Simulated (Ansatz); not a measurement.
Saddle point of BSiH5SF2, closed shell (BHSF₂ ([F][B]([F])[SH]) + SiH₄ → BSiH₃F₂ ([F][B]([F])[SiH3]) + H₂S; bonds formed: B1–Si6, S2–H5; bonds broken: B1–S2, H5–Si6), PBE0-D4/def2-TZVP structure:

```
atom    x (Å)    y (Å)    z (Å)
  B1   0.1841  -0.9511  -0.1223
  S2   1.0148  -0.3890  -1.9957
  F3  -0.7809  -1.8476  -0.3946
  F4   1.1920  -1.2978   0.6989
  H5   0.1594   0.2971  -0.8106
 Si6  -0.8045   0.7944   0.8067
  H7   2.1328   0.0794  -1.4164
  H8   0.1309   1.8916   1.1637
  H9  -1.9574   1.3339   0.0428
 H10  -1.2711   0.0891   2.0275
```

Energies are electronic, without zero-point energy. Barriers and step energies count from the start structure reached by relaxing down the imaginary mode; all methods use the PBE0-D4 structures, on which another method's saddle can fall below an end. Ansatz 0.2.0; basis: def2-TZVPP, with def2-QZVPP for the basis limit; cores frozen in the correlated methods. B3LYP uses VWN-RPA correlation. Extrapolation: Hartree–Fock as exp(−7.88 √X), correlation as X^−2.97.

| method | barrier (kJ/mol) | step energy (kJ/mol) |
| --- | --- | --- |
| SPW92 | 128.6 | 64.2 |
| PBE-D4 | ? | 66.6 |
| BLYP-D4 | 187.4 | 69.1 |
| r2SCAN-D4 | 179.5 | 75.7 |
| B97M-V | 196.9 | 80.0 |
| PBE0-D4 | 182.3 | 70.4 |
| B3LYP-D4 | 204.5 | 72.2 |
| r2SCAN0-D4 | 196.1 | 76.9 |
| BHLYP-D4 | 233.9 | 75.8 |
| CAM-B3LYP-D4 | ? | 74.2 |
| wB97X-V | 215.4 | 72.8 |
| wB97M-V | 213.2 | 75.1 |
| B2PLYP | 215.8 | 78.3 |
| PBE-QIDH | 205.0 | 77.0 |
| RPA on PBE | ? | 75.2 |
| HF | 307.4 | 87.4 |
| MP2 | 212.6 | 81.5 |
| CCSD | 233.0 | 76.2 |
| CCSD(T) | 217.7 | 75.4 |

Q: Fill in the withheld barriers. (To be estimated.)

A: By the calculation: CAM-B3LYP-D4 218.0; PBE-D4 158.6; RPA on PBE 216.5 kJ/mol. Each is the energy of the saddle less that of the start structure, by the same method.

For comparison, the barrier by CCSD(T) at an estimated basis limit (MP2 extrapolated from triple and quadruple zeta, plus CCSD(T) − MP2 in triple zeta) is 213.1 kJ/mol.

The T1 diagnostic stays at or below 0.014.

Labels in which every atom is bracketed show which atoms are joined, not bond orders.

For scale, one of the runs: CCSD(T)/def2-TZVPP, 247 basis functions, launched by `ansatz run in.yaml --threads 4 --pin off --events-out ev --progress --plain --max-ram 9574MiB`. The run took 2.6 min on 4 CPU threads of an Arm Neoverse V2 (shared host), with 5 GiB of host memory at its peak.
